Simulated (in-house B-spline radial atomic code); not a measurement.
The sulfur ion S³⁺ is squeezed into an impenetrable sphere of radius R (the orbitals vanish at R). Method: Dirac-Hartree-Fock, average of configuration, Fermi nucleus of rms radius 3.2611 fm. Calculated with an all-electron radial atomic-structure program (B-spline basis).

Energies in eV above the free ion in [Ne] 3s2 3p1:

```tsv
R (bohr)	highest level (eV)	[Ne] 3s2 3p1	[Ne] 3s1 3p1 3d1	[Ne] 3s1 3p2
9.88	-46.7	0	28.01	11.44
6.92	-46.7	8.048e-05	28.02	11.44
5.14	-46.7	0.01759	28.16	11.47
4.4	-46.5	0.1455	28.63	11.65
3.41	-45.3	2.064	32.12	14.01
3.1	-43.9	4.527	35.56	16.86
2.69	-39.9	12.45	45.15	25.62
2.29	-30.8	32.88	67.02	47.33
1.92	-11.6	81.5	114.5	97.32
1.32	97.4	406.6	401.4	417.1
```

Does [Ne] 3s1 3p1 3d1 fall below [Ne] 3s2 3p1 under compression?

Yes, between R = 1.92 and 1.32 bohr the order changes (near 1.4 bohr by linear interpolation).

Does [Ne] 3s1 3p2 fall below [Ne] 3s2 3p1 under compression?

No, it stays above over the whole range.

The highest level is first positive in the row R = 1.32 bohr, pushed up by confinement above the zero of the free ion's potential. Each configuration is held fixed and needn't be the lowest in the sphere.
